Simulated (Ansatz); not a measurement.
Molecular dynamics of GeH4O3

Input:

```yaml
crystal:
  periodic: [false, false, false]
  atoms:
    - { symbol: Ge, position_ang: [-0.153239, -0.033272, -0.039117] }
    - { symbol: O, position_ang: [0.184874, -0.020626, 1.695635] }
    - { symbol: H, position_ang: [-0.598602, -0.061309, 2.256806] }
    - { symbol: O, position_ang: [1.407148, -0.438986, -0.7385] }
    - { symbol: H, position_ang: [2.073206, -0.603943, -0.058843] }
    - { symbol: H, position_ang: [-0.713678, 1.276802, -0.574735] }
    - { symbol: O, position_ang: [-1.33829, -1.275252, -0.428595] }
    - { symbol: H, position_ang: [-0.96832, -2.166415, -0.453651] }
basis:
  gaussian: { orbitals: def2-SVP }
hamiltonian:
  xc: cam_b3lyp
md:
  timestep: 1.0
  n_steps: 150
  ensemble: nvt_langevin
  temperature: 1000.0
  initial_velocities: maxwell_boltzmann
  seed: 619892
  friction: 0.005
```

Command:

```bash
$ ansatz run input.yaml --threads 2 --pin off --max-ram 3072MiB --backend cpu --events-out ev --progress --plain --runs-dir out
```

It starts from a relaxed structure.

Output, in part (one step line in 6, the closing report, with atoms numbered from 0):

```
md step     0: t =     0.00 fs  T =   875.0 K  F+E_penalty+E_count = -62715.69802637 eV  E_kin = 0.904820 eV  (27 SCF iters)
md step     6: t =     6.00 fs  T =   499.6 K  F+E_penalty+E_count = -62715.45084284 eV  E_kin = 0.516675 eV  (26 SCF iters)
md step    12: t =    12.00 fs  T =   477.1 K  F+E_penalty+E_count = -62715.42674857 eV  E_kin = 0.493368 eV  (27 SCF iters)
md step    18: t =    18.00 fs  T =   481.6 K  F+E_penalty+E_count = -62715.53918046 eV  E_kin = 0.497969 eV  (26 SCF iters)
md step    24: t =    24.00 fs  T =   452.4 K  F+E_penalty+E_count = -62715.41578162 eV  E_kin = 0.467862 eV  (27 SCF iters)
md step    30: t =    30.00 fs  T =   312.6 K  F+E_penalty+E_count = -62715.30365177 eV  E_kin = 0.323215 eV  (27 SCF iters)
md step    36: t =    36.00 fs  T =   390.1 K  F+E_penalty+E_count = -62715.31691823 eV  E_kin = 0.403391 eV  (27 SCF iters)
md step    42: t =    42.00 fs  T =   471.2 K  F+E_penalty+E_count = -62715.38035335 eV  E_kin = 0.487244 eV  (27 SCF iters)
md step    48: t =    48.00 fs  T =   478.4 K  F+E_penalty+E_count = -62715.27444965 eV  E_kin = 0.494669 eV  (28 SCF iters)
md step    54: t =    54.00 fs  T =   382.7 K  F+E_penalty+E_count = -62715.07298705 eV  E_kin = 0.395782 eV  (28 SCF iters)
md step    60: t =    60.00 fs  T =   372.0 K  F+E_penalty+E_count = -62715.05402212 eV  E_kin = 0.384671 eV  (28 SCF iters)
md step    66: t =    66.00 fs  T =   554.5 K  F+E_penalty+E_count = -62715.27368805 eV  E_kin = 0.573441 eV  (27 SCF iters)
md step    72: t =    72.00 fs  T =   566.2 K  F+E_penalty+E_count = -62715.39921306 eV  E_kin = 0.585501 eV  (27 SCF iters)
md step    78: t =    78.00 fs  T =   552.4 K  F+E_penalty+E_count = -62715.28342013 eV  E_kin = 0.571195 eV  (27 SCF iters)
md step    84: t =    84.00 fs  T =   635.9 K  F+E_penalty+E_count = -62715.23603953 eV  E_kin = 0.657619 eV  (27 SCF iters)
md step    90: t =    90.00 fs  T =   791.1 K  F+E_penalty+E_count = -62715.40632331 eV  E_kin = 0.818056 eV  (27 SCF iters)
md step    96: t =    96.00 fs  T =   607.5 K  F+E_penalty+E_count = -62715.29339266 eV  E_kin = 0.628208 eV  (27 SCF iters)
md step   102: t =   102.00 fs  T =   544.9 K  F+E_penalty+E_count = -62715.23932915 eV  E_kin = 0.563505 eV  (28 SCF iters)
md step   108: t =   108.00 fs  T =   555.4 K  F+E_penalty+E_count = -62715.22072600 eV  E_kin = 0.574345 eV  (27 SCF iters)
md step   114: t =   114.00 fs  T =   677.1 K  F+E_penalty+E_count = -62715.27275791 eV  E_kin = 0.700162 eV  (27 SCF iters)
md step   120: t =   120.00 fs  T =   728.4 K  F+E_penalty+E_count = -62715.29535425 eV  E_kin = 0.753262 eV  (27 SCF iters)
md step   126: t =   126.00 fs  T =   484.8 K  F+E_penalty+E_count = -62715.01038249 eV  E_kin = 0.501295 eV  (26 SCF iters)
md step   132: t =   132.00 fs  T =   554.5 K  F+E_penalty+E_count = -62715.05799020 eV  E_kin = 0.573366 eV  (27 SCF iters)
md step   138: t =   138.00 fs  T =   843.6 K  F+E_penalty+E_count = -62715.36958314 eV  E_kin = 0.872394 eV  (26 SCF iters)
md step   144: t =   144.00 fs  T =   834.6 K  F+E_penalty+E_count = -62715.23755294 eV  E_kin = 0.862996 eV  (28 SCF iters)
md step   150: t =   150.00 fs  T =   537.6 K  F+E_penalty+E_count = -62714.88461135 eV  E_kin = 0.555913 eV  (27 SCF iters)
Total energy: -62714.88471842 eV, -2304.7295037264 hartree
Atom 0 at    -0.316835    -0.385642    -0.309013 Å, force     0.606567    -3.253911     0.947324 eV/Å
Atom 1 at    -0.801629    -0.595936     1.470696 Å, force    -0.066913     1.610586    -1.150374 eV/Å
Atom 2 at    -1.117278     0.254689     1.917190 Å, force     0.681373    -1.649113    -1.130687 eV/Å
Atom 3 at     1.499913    -0.676750    -0.362116 Å, force    -0.201301     2.016424    -1.249533 eV/Å
Atom 4 at     2.046837     0.009593    -0.909545 Å, force    -1.760678    -1.849051     1.442481 eV/Å
Atom 5 at    -0.751797     0.884919    -0.861964 Å, force    -0.442749     1.413028    -0.589984 eV/Å
Atom 6 at    -1.099057    -1.740811    -1.376600 Å, force     1.774312     1.227864     2.202514 eV/Å
Atom 7 at    -0.602480    -2.540293    -1.078253 Å, force    -0.590611     0.484171    -0.471741 eV/Å
Dipole moment:     0.139351     0.603847    -0.049840 e Å
```

The run went to its last step. The mean temperature of the second half is 36 % below the set value. A run of 0.15 ps of so small a system gives no equilibrium averages.

The same pairs are bonded in the first frame and the last. Pairs count as bonded within 1.25 times the sum of covalent radii (0.12 Å more for H–H).

Last frame:

```xyz
8
Properties=species:S:1:pos:R:3
Ge -0.317 -0.386 -0.309
O -0.802 -0.596 1.471
H -1.117 0.255 1.917
O 1.500 -0.677 -0.362
H 2.047 0.010 -0.909
H -0.752 0.885 -0.862
O -1.099 -1.741 -1.377
H -0.603 -2.540 -1.078
```

Run time: 6.3 min on 2 threads of Arm Neoverse V1, on a shared host, peak memory 0.22 GiB.
